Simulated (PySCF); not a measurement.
Cyclohexanone, SMILES O=C1CCCCC1, GFN2-xTB optimised geometry. Atoms within 1.6 Å of the plane z = 0.0 Å (x, y, z in Å): C2 (0.19, -1.34, -1.21), C3 (0.69, -0.58, 0.00), C4 (0.15, 0.85, 0.00), C5 (-1.37, 0.84, -0.08), C6 (-1.83, 0.12, -1.34), C7 (-1.31, -1.32, -1.35), H8 (0.35, -1.10, 0.90), H9 (1.78, -0.58, 0.00), H10 (0.48, 1.36, 0.90), H11 (0.55, 1.39, -0.86), H12 (-1.75, 1.87, -0.08), H13 (-1.78, 0.35, 0.81), H14 (-2.93, 0.11, -1.39), H17 (-1.74, -1.87, -0.51).

Computed with PBE0/def2-SVP run with PySCF. Cells within 0.4 Å of a nucleus heavier than hydrogen are left out (blank, or x).

Map of the deformation density (molecule minus spherical neutral atoms) (e/bohr³) on the plane z = 0.0 Å:

```
|11111111111111111111111111111|
|11111111111111111111111111111|
|11111111111111111111111111111|
|11111111111111111111111111111|
|11111111111111111111111111111|
|11111111111111111111111111111|
|11111110111111111111111111111|
|11111112431100001111111111111|
|11111114962100011111111111111|
|11111114873110022111111111111|
|111110025xx443xx2100111111111|
|11111000xxx777xx2000111111111|
|111110014xx454xx3100111111111|
|11111001220111365210111111111|
|11111001100000366312111111111|
|1111110000000014xx56410111111|
|1111110000000002xx89920111111|
|1111111000000003xx56510111111|
|11111111100000122012211111111|
|11111111111000011001111111111|
|11111111111000000000111111111|
|11111110011110000011111111111|
|11111110011111111111111111111|
|11111111111111111111111111111|
|11111111111111111111111111111|
|11111111111111111111111111111|
|11111111111111111111111111111|
|11111111111111111111111111111|
|11111111111111111111111111111|
```
Scale: ten equal steps from -0.019 (start of '0') to 0.100 (end of '9'), in the order '0123456789'; x runs from -4.00 to 4.00, y from -4.00 (bottom) to 4.00 (top).
